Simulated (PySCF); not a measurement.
F4Se, triplet, at a GFN2-xTB geometry (a higher spin typed on purpose: for a closed-shell molecule this is an excited state); PBE0/6-31G (PySCF).

The PySCF input:
```python
from pyscf import gto, scf, dft

mol = gto.M(
    atom='''
Se    0.000000   -0.000000    0.000000
F     1.112814    1.521769   -0.007870
F     1.521789   -1.112795    0.006445
F    -1.112814   -1.521769    0.007870
F    -1.521789    1.112795   -0.006445
''',
    basis='6-31g',
    charge=0,
    spin=2,
    verbose=4,
)

mf = dft.UKS(mol)
mf.xc = 'pbe0'
mf.grids.prune = None
mf.kernel()
```

Task: Predict the main parts of the log of this PySCF run.

Result: 
```
PySCF version 2.14.0

[INPUT] verbose = 4
[INPUT] num. atoms = 5
[INPUT] num. electrons = 70
[INPUT] charge = 0
[INPUT] spin (= nelec alpha-beta = 2S) = 2
[INPUT] symmetry False subgroup None
[INPUT] Mole.unit = angstrom
[INPUT] Symbol           X                Y                Z      unit          X                Y                Z       unit  Magmom
[INPUT]  1 Se     0.000000000000   0.000000000000   0.000000000000 AA    0.000000000000   0.000000000000   0.000000000000 Bohr   0.0
[INPUT]  2 F      1.112814000000   1.521769000000  -0.007870000000 AA    2.102913687582   2.875726634853  -0.014872144600 Bohr   0.0
[INPUT]  3 F      1.521789000000  -1.112795000000   0.006445000000 AA    2.875764429376  -2.102877782785   0.012179284873 Bohr   0.0
[INPUT]  4 F     -1.112814000000  -1.521769000000   0.007870000000 AA   -2.102913687582  -2.875726634853   0.014872144600 Bohr   0.0
[INPUT]  5 F     -1.521789000000   1.112795000000  -0.006445000000 AA   -2.875764429376   2.102877782785  -0.012179284873 Bohr   0.0

nuclear repulsion = 430.610678207098
number of shells = 31
number of NR pGTOs = 178
number of NR cGTOs = 63
basis = 6-31g
ecp = {}

******** <class 'pyscf.dft.uks.UKS'> ********
method = UKS
initial guess = minao
damping factor = 0
level_shift factor = 0
DIIS = <class 'pyscf.scf.diis.CDIIS'>
diis_start_cycle = 1
diis_space = 8
diis_damp = 0
SCF conv_tol = 1e-09
SCF conv_tol_grad = None
SCF max_cycles = 50
direct_scf = True
direct_scf_tol = 1e-13
number electrons alpha = 36  beta = 34
XC library pyscf.dft.libxc version 7.1.2
    S. Lehtola, C. Steigemann, M. J. T. Oliveira, and M. A. L. Marques,  SoftwareX 7, 1–5 (2018)
XC functionals = pbe0
    C. Adamo and V. Barone,  J. Chem. Phys. 110, 6158 (1999)
    M. Ernzerhof and G. E. Scuseria,  J. Chem. Phys. 110, 5029 (1999)
radial grids:
    Treutler-Ahlrichs [JCP 102, 346 (1995); DOI:10.1063/1.469408] (M4) radial grids

becke partition: Becke, JCP 88, 2547 (1988); DOI:10.1063/1.454033
pruning grids: None
grids dens level: 3
symmetrized grids: False
atomic radii adjust function: <function treutler_atomic_radii_adjust>
small_rho_cutoff = 0
Set gradient conv threshold to 3.16228e-05
tot grids = 129664
init E= -2798.9706297374

cycle= 1 E= -2799.36419555751  delta_E= -0.394  |g|= 0.758  |ddm|= 1.83
cycle= 2 E= -2798.87495147276  delta_E= 0.489  |g|= 1.37  |ddm|=    2
cycle= 3 E= -2799.6410297047  delta_E= -0.766  |g|= 0.0504  |ddm|= 1.23
cycle= 4 E= -2799.64205245981  delta_E= -0.00102  |g|= 0.0193  |ddm|= 0.049
cycle= 5 E= -2799.64217289199  delta_E= -0.00012  |g|= 0.00367  |ddm|= 0.0159
cycle= 6 E= -2799.64219380764  delta_E= -2.09e-05  |g|= 0.00127  |ddm|= 0.0114
cycle= 7 E= -2799.64219517842  delta_E= -1.37e-06  |g|= 0.000132  |ddm|= 0.00275
cycle= 8 E= -2799.64219519498  delta_E= -1.66e-08  |g|= 0.000156  |ddm|= 0.00043
cycle= 9 E= -2799.64219520379  delta_E= -8.81e-09  |g|= 3.92e-05  |ddm|= 0.000129
cycle= 10 E= -2799.64219520477  delta_E= -9.78e-10  |g|= 2.59e-06  |ddm|= 6.32e-05
Extra cycle  E= -2799.64219520478  delta_E= -1.32e-11  |g|= 2.55e-06  |ddm|= 6.21e-06
converged SCF energy = -2799.64219520478  <S^2> = 2.0127457  2S+1 = 3.0084852
```
